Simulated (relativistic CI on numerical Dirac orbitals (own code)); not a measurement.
Ni24+: q coefficients and field-shift factors

Method of calculation: Dirac-Coulomb-Breit CI, orbitals from a KLI potential per configuration, derivatives by finite differences, unscaled Slater integrals, QED left out (own radial code, finite nucleus).

Configurations in the expansion (outside the closed core 1s2): 2s2, 2s 2p, 2p2, 2p 3s, 2p 3p, 2s 3s, 2s 3p, 2s 3d. Levels of other configurations are missing.

With x = (α/α₀)² − 1 an excitation energy changes as ω = ω₀ + qx; K = 2q/ω₀ is the relative enhancement. Terms are leading LS components, so labels can repeat. The field-shift factor is F = δν/δ⟨r²⟩ for the transition from the lowest level.

Lowest level 2s2 1S_0.

```csv
Level,ω₀ (cm⁻¹),q (cm⁻¹),K,F (GHz/fm²)
2s 2p 3P°_0,384565,18140,0.0943,-129
2s 2p 3P°_1,424740,46590,0.219,-130
2s 2p 3P°_2,554701,192300,0.693,-130
2s 2p 1P°_1,865392,167300,0.387,-134
2p2 3P_0,1063134,84800,0.16,-269
2p2 3P_1,1167173,222900,0.382,-272
2p2 3P_2,1221634,239900,0.393,-272
2p2 1D_2,1394706,375600,0.539,-272
2p2 1S_0,1633066,355700,0.436,-264
2s 3s 3S_1,10475090,143700,0.0274,-84.6
2s 3s 1S_0,10550792,147300,0.0279,-86.8
2s 3p 3P°_0,10663980,150500,0.0282,-123
2s 3p 3P°_1,10665069,152400,0.0286,-124
```

At this charge energies of transitions that change n are usually good to better than 1 %, and those within a shell (Δn = 0) to a few per cent.
